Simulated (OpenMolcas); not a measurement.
Cr2+ (d4) among equal point charges was computed by CASSCF with the d shell active (OpenMolcas, ANO-RCC-VTZP on the metal). Its lowest spin-free states, and all those of the highest spin:

```
2S+1  Degeneracy  E (cm-1)
   5           1       0.0
   5           2      6676
   5           2     10215
   3           2     20220
   3           1     21108
   3           1     21161
   3           1     22936
   3           2     23379
   3           2     25405
   3           1     25826
   3           2     26249
   3           2     26633
```

Q: Is the site octahedral, tetrahedral or cube-like, axial, or of lower symmetry?

A: The states with 2S+1 = 5 have orbital degeneracies 1, 2, 2. There are pairs but no triples, so the site is axial: not cubic, but with a proper or improper axis of order three or more. The run had Cr2+ among 5 point charges of -1.3 e arranged as a trigonal bipyramid (D3h), 1.97 Å from the ion, with the axial distance 1.714 Å.

Without dynamic correlation the repulsion within the d shell is too large (B by tens of per cent), so at a given field states of lower spin stand too high. This is an electrostatic model: the charges have no orbitals. No measured value stands beside these numbers.
